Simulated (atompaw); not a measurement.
**Before and after: PAW (atompaw) potential for Pb**

- Element: lead
- Generator: atompaw 4.2.0.5
- Type: PAW
- Functional: PBE
- Relativity: scalar-relativistic
- Frozen core: [Xe] 4f14 5d10
- Valence charge: 4
- Reference configuration: 6s2 6p2
- Partial waves: 6s (bound); 6s channel at -0.55 Ry; 6p (bound); 6p channel at 0.35 Ry; 6d channel at -0.1 Ry; 6d channel at 1.6 Ry
- Local potential: bessel scheme, radius 2.35 bohr
- Core correction: smooth core density matched at 2.40 bohr
- Augmentation charge: sinc compensation charge, radius 2.30 bohr; PAW radius 2.85 bohr; waves and projectors: bloechl

All-electron outer shells of the reference configuration (PBE, scalar-relativistic, ld1.x):

```csv
shell,level (eV),outermost node (bohr),outermost maximum (bohr)
5p,-85.83,0.49,0.88
5d,-21.18,0.52,1.07
6s,-12.04,1.01,1.95
6p,-3.50,1.18,2.67
```

Change: wave 6s channel at -0.55 Ry becomes 6s channel at 0.18 Ry.

Cutoffs: the cutoffs (Ry, on a coarse ladder) from which the occupation-weighted sum of valence levels, in a spherical-Bessel basis at the reference potential, stays within 10 and 1 mRy of its value at 400 Ry; they do not see the model core or the augmentation charge, which bear on the density cutoff.

What does the change do?

Both files are very soft, the changed one slightly harder (loose and tight cutoff 6 and 8 Ry → 6 and 10 Ry on this coarse ladder); the bound ghosts move from d, s to d.

| quantity | base | changed |
| --- | --- | --- |
| cutoff, loose | 6 Ry | 6 Ry |
| cutoff, tight | 8 Ry | 10 Ry |
| bound ghosts | d, s | d |
| s: phases at 2.86 bohr within 0.05 rad from the reference energy up to (Ry; the scan ends near 5) | 1.7 | 2.5 |
| p: phases at 2.86 bohr within 0.05 rad from the reference energy up to (Ry; the scan ends near 5) | 3.1 | 3.1 |
| d: phases at 2.86 bohr within 0.05 rad from the reference energy up to (Ry; the scan ends near 5) | to the end of the scan | to the end of the scan |
| lowest overlap eigenvalue by channel | s 0.00, p 0.00, d 0.25 | s 0.35, p 0.00, d 0.25 |

 A true bound ghost makes a file unfit for plane-wave use even where its test errors are small: the radial tests pick states by their node count and pass the ghost by. The cutoffs see the waves, projectors and local potential, not the compensation charge or the core.
